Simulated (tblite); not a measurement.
Isomers of C6H6ClF2 (doublet state). Computed values, GFN2-xTB/tblite, gas phase, harmonic and unscaled. Errors from tens to a few hundred cm⁻¹ against measured bands are possible. One conformer each. Open shells enter through the occupations alone, without spin polarisation, and single modes of such species can be off by tens of per cent.

Electronic energies: GFN2-xTB at the same geometries; isomer energies are rough at this level and their order can be wrong.

```json
{"SMILES": "F[C]1CC2(C1)C[C@@]2(F)Cl", "electronic energy, lowest = 0 (kJ/mol)": "0.7"}
{"SMILES": "F[C@@H]1[CH][C@]2(C1)C[C@]2(F)Cl", "electronic energy, lowest = 0 (kJ/mol)": "0.0"}
{"SMILES": "F[C@@]1(Cl)[CH][C@]12C[C@H](F)C2", "electronic energy, lowest = 0 (kJ/mol)": "34.5"}
```

Task: How do GFN2-xTB zero-point energies change the relative energies?

Result: 
| SMILES | ZPE (kJ/mol) | of it from modes above 1550 cm⁻¹ | electronic (kJ/mol) | with ZPE, lowest = 0 (kJ/mol) | lowest mode (cm⁻¹) | rings |
| --- | --- | --- | --- | --- | --- | --- |
| F[C@@H]1[CH][C@]2(C1)C[C@]2(F)Cl | 268.0 | 109.5 | 0.0 | 0.0 | 61 | 2 |
| F[C]1CC2(C1)C[C@@]2(F)Cl | 270.8 | 107.7 | 0.7 | 3.6 | 61 | 2 |
| F[C@@]1(Cl)[CH][C@]12C[C@H](F)C2 | 269.3 | 109.0 | 34.5 | 35.8 | 45 | 2 |

The zero-point energies span 2.8 kJ/mol, from `F[C@@H]1[CH][C@]2(C1)C[C@]2(F)Cl` to `F[C]1CC2(C1)C[C@@]2(F)Cl`. The order is unchanged.

Task: What do entropy and thermal enthalpy add at 298.15 K and 1 bar (rigid rotor, harmonic oscillator, one conformer each)?

Result: 
```
                          SMILES  point group  symmetry number  S (J/(mol K))  H − H(0) (kJ/mol)  ZPE + H − H(0) − TS (kJ/mol)
F[C@@H]1[CH][C@]2(C1)C[C@]2(F)Cl           C1                1          394.2              25.55                         176.0
        F[C]1CC2(C1)C[C@@]2(F)Cl           C1                1          392.5              25.15                         179.0
F[C@@]1(Cl)[CH][C@]12C[C@H](F)C2           C1                1          396.7              25.45                         176.5
```

S holds R ln(2S + 1) for the spin.
